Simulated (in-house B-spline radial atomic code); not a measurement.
Values are calculated unless marked as measured or tabulated.
## Weak and strong correlation along the adiabatic connection

Two-electron singlets in several external potentials (atomic units), by full CI in B-splines with partial waves to l = 8 (correlation energies up to 0.6 % small). The repulsion is scaled by λ at fixed density; W(λ) is the mean repulsion less the Hartree energy, W(0) = E_x, and the area under W from 0 to 1 is E_xc.

Relative drop (W(λ) − E_x)/E_x:

```tsv
system	λ = 0.12	λ = 0.25	λ = 0.4	λ = 0.6	λ = 0.8	λ = 1
ω²r²/2, ω = 0.131	0.0452	0.0839	0.1189	0.1543	0.1809	0.2016
−Z/r, Z = 2.95	0.0069	0.0141	0.0221	0.0323	0.0420	0.0512
−V exp(−r²/w²), V = 6.34, w = 6.29	0.0214	0.0423	0.0636	0.0883	0.1094	0.1276
−V exp(−r²/w²), V = 2.04, w = 7.84	0.0328	0.0628	0.0918	0.1230	0.1481	0.1685
−Z exp(−kr)/r, Z = 1.94, k = 0.0497	0.0115	0.0232	0.0359	0.0516	0.0660	0.0794
−Z exp(−kr)/r, Z = 1.6, k = 0.195	0.0155	0.0310	0.0475	0.0674	0.0852	0.1013
−Z/r, Z = 14	0.0013	0.0027	0.0043	0.0064	0.0085	0.0106
```

(1) Order the systems by how far second-order (GL2) theory, half the initial slope (estimated from the first points of each curve), overshoots the correlation energy, least first.
A. −Z/r, Z = 2.95
B. −Z exp(−kr)/r, Z = 1.6, k = 0.195
C. −Z exp(−kr)/r, Z = 1.94, k = 0.0497
D. −V exp(−r²/w²), V = 2.04, w = 7.84
E. −Z/r, Z = 14
F. ω²r²/2, ω = 0.131
G. −V exp(−r²/w²), V = 6.34, w = 6.29

(2) What else changes along this order?

Results:

(1) E (GL2/E_c = 1.02), A (GL2/E_c = 1.09), C (GL2/E_c = 1.16), B (GL2/E_c = 1.21), G (GL2/E_c = 1.30), D (GL2/E_c = 1.48), F (GL2/E_c = 1.67).

(2) The ratio follows the bend of the curve. With it the leading natural occupation goes from 2.000 to 1.852 and −T_c/E_c from 0.98 to 0.60 between the first and the last.
